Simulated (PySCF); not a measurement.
H5Si2, doublet, at a GFN2-xTB geometry. Base run: B3LYP/STO-3G (PySCF).

Geometry (Å):
```xyz
7

Si    -0.0069     0.0110     1.1750
Si     0.0058     0.0368    -1.0954
H     -1.1688    -0.4920     1.9117
H      1.1609    -0.4570     1.9251
H      0.0292    -1.2419    -1.8254
H     -1.1903     0.7431    -1.5700
H      1.1855     0.7788    -1.5563
```
Charge 0, spin multiplicity 2.
Orbitals are unrestricted.
All else is at PySCF's defaults.

Each row names what was changed in the base input (with any setting that the change needs).

| change | E (Eh) | HOMO (eV) | dipole (D) | <S^2> | core-seconds (rough) |
|---|---|---|---|---|---|
| base | -575.21329 | -2.45 | 0.13 | 0.752 | 3 |
| functional = wb97x_v | -575.11191 | -5.01 | 0.10 | 0.751 | 100 |
| functional = x3lyp | -575.11986 | -2.48 | 0.12 | 0.752 | 4 |
| functional = wb97x | -575.18544 | -5.09 | 0.09 | 0.752 | 3 |
| functional = pw6b95 | -575.70867 | -2.82 | 0.11 | 0.752 | 4 |
| functional = revpbe | -575.07643 | -1.49 | 0.13 | 0.752 | 3 |
| functional = b97m_v | -575.14430 | -1.65 | 0.16 | 0.753 | 100 |
| functional = pbe | -574.86225 | -1.45 | 0.10 | 0.752 | 3 |
| functional = o3lyp | -575.22198 | -2.06 | 0.14 | 0.752 | 3 |
| functional = pw91,pw91 | -575.11770 | -1.52 | 0.11 | 0.752 | 3 |
| functional = m06 | -575.10415 | -2.43 | 0.12 | 0.752 | 4 |
| functional = b3lyp5 | -575.08867 | -2.36 | 0.13 | 0.752 | 3 |
| functional = lda,vwn | -572.76266 | -1.15 | 0.03 | 0.751 | 1 |

Absolute energies of different levels of theory aren't comparable as measures of quality.

Open shells are given as the SCF converged; they aren't shown to be the lowest states, and a large step between rows can be another state.
